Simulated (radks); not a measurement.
Charge is removed step by step from the 4f5/2 level of the promethium ion Pm2+, starting from [Xe] 4f(5/2: 5, 7/2: 0). Level of theory: Dirac Kohn-Sham, PBE, spin-unpolarised, spherical densities, point nucleus (a radial shooting solver on a logarithmic mesh with Libxc functionals). At the starting occupation the eigenvalue is -15.281 eV. Estimate the energy to remove one whole electron from this level, the eigenvalue at the end, and how far E(n) bends from a straight line.

Answer. Delta-SCF 23.277 eV; final eigenvalue -31.798 eV; the deviation from the straight line is -2.068 eV at 0.5 electron removed, the largest on the grid computed. Slater's transition state (half an electron removed) gives 23.146 eV. Integrating minus the eigenvalue over the occupation (Janak's theorem) gives 23.277 eV. The mean slope of the eigenvalue, de/dn, is 16.5 eV per electron. Ionisation energy of Pm2+ in the NIST Atomic Spectra Database: 22.4 eV (semi-empirical).

Beside tabulated values, note that spin-unpolarised runs miss the spin-polarisation part of the exchange energy of open shells.
